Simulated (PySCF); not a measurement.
**From computed data to an observable: entropy of an ideal gas**

H₄O₂Ti, SMILES [OH][TiH2][OH], multiplicity 1.

The structure is a stationary point at B3LYP-D3(BJ)/def2-TZVP. The multiplicity is an assumed one; other spin states were not compared. One conformer was computed; it need not be the lowest.

B3LYP-D3(BJ)/def2-TZVP (PySCF) gives the harmonic wavenumbers 165, 203, 230, 255, 369, 376, 581, 585, 601, 791, 861, 1734, 1767, 3915, 3920 cm⁻¹ and the rotational temperatures 0.9354, 0.2750, 0.2279 K. The molar mass is 83.90 g/mol, the symmetry number 2, the spin multiplicity 1.

Work out the entropy at 298.15 K and 1 atm in the rigid-rotor, harmonic-oscillator model.


Translation (Sackur–Tetrode at 1 atm): S = R[1.5 ln M + 2.5 ln T − 1.16487] = 164.0 J/(mol K).
Rotation: q = (√π/σ) T^1.5/√(θA θB θC) = 18800, S = R[ln q + 3/2] = 94.3 J/(mol K).
Vibration: with u = 1.4388 ν/T, each mode gives R[u/(e^u − 1) − ln(1 − e^−u)]:
```json
[
 {"ν (cm⁻¹)": "165", "modes": "1", "u": "0.80", "S (J/(mol K))": "10.43"},
 {"ν (cm⁻¹)": "203", "modes": "1", "u": "0.98", "S (J/(mol K))": "8.81"},
 {"ν (cm⁻¹)": "230", "modes": "1", "u": "1.11", "S (J/(mol K))": "7.86"},
 {"ν (cm⁻¹)": "255", "modes": "1", "u": "1.23", "S (J/(mol K))": "7.10"},
 {"ν (cm⁻¹)": "369", "modes": "1", "u": "1.78", "S (J/(mol K))": "4.54"},
 {"ν (cm⁻¹)": "376", "modes": "1", "u": "1.81", "S (J/(mol K))": "4.42"},
 {"ν (cm⁻¹)": "581", "modes": "1", "u": "2.80", "S (J/(mol K))": "2.02"},
 {"ν (cm⁻¹)": "585", "modes": "1", "u": "2.82", "S (J/(mol K))": "1.99"},
 {"ν (cm⁻¹)": "601", "modes": "1", "u": "2.90", "S (J/(mol K))": "1.87"},
 {"ν (cm⁻¹)": "791", "modes": "1", "u": "3.82", "S (J/(mol K))": "0.90"},
 {"ν (cm⁻¹)": "861", "modes": "1", "u": "4.15", "S (J/(mol K))": "0.68"},
 {"ν (cm⁻¹)": "1734", "modes": "1", "u": "8.37", "S (J/(mol K))": "0.02"},
 {"ν (cm⁻¹)": "1767", "modes": "1", "u": "8.53", "S (J/(mol K))": "0.02"}
]
```
The stiffer modes add less than 0.005 each. Sum 50.6 J/(mol K).
Spin: R ln 1 = 0.0 J/(mol K).
Total 309.0 J/(mol K); the program's own thermochemistry gives 308.9. Translation makes up 53 % and vibration 16 %. Anharmonicity, hindered rotation and orbital degeneracy are left out.
